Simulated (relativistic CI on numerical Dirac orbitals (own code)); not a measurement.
# Cd4+: L-alpha,beta X-ray emission

Computed with this model: Dirac-Coulomb-Breit CI, orbitals from a KLI potential per configuration, a model potential for QED, valence Slater integrals scaled by 0.9, multiplet model of X-ray emission after core ionisation; configurations [Kr] 4d8 → [He] 2s2 2p5 3s2 3p6 3d10 4s2 4p6 4d8 → [Ar] 3d9 4s2 4p6 4d8; 80 K; Lorentzian 2 eV and Gaussian 0.6 eV FWHM. Energies are those of the free ion, without screening or charge transfer. S is read from ⟨S²⟩ = S(S + 1).

Field parameters in Wybourne normalisation: Oh B⁴₀ = 21Dq, B⁴₄ = √(5/14) B⁴₀. The field is a parameter set, without covalency.

free ion: ground-state S = 0.99, centroid 3197.45 eV. Peaks (eV, height): 3135.4 (100), 3317.0 (52), 3322.2 (13).

Oh, 10Dq = 42450 cm⁻¹: ground-state S = 1.00, centroid 3197.42 eV. Peaks (eV, height): 3135.4 (100), 3317.2 (29), 3319.2 (34).

Oh, 10Dq = 19700 cm⁻¹: ground-state S = 1.00, centroid 3197.44 eV. Peaks (eV, height): 3135.6 (100), 3317.8 (40).

Strongest unbroadened transitions for Oh, 10Dq = 19700 cm⁻¹:

| Energy (eV) | Relative strength |
| --- | --- |
| 3134.96 | 45.0 |
| 3134.97 | 72.0 |
| 3135.48 | 84.0 |
| 3135.51 | 36.8 |
| 3135.54 | 54.9 |
| 3135.55 | 100.0 |
| 3135.59 | 96.2 |
| 3135.67 | 30.9 |
| 3135.76 | 52.2 |
| 3135.77 | 17.4 |
| 3135.94 | 42.3 |
| 3136.31 | 52.0 |
| 3136.34 | 20.1 |
| 3317.44 | 50.1 |
| 3317.52 | 19.8 |
| 3317.85 | 18.7 |
| 3317.87 | 67.3 |
| 3318.46 | 19.1 |
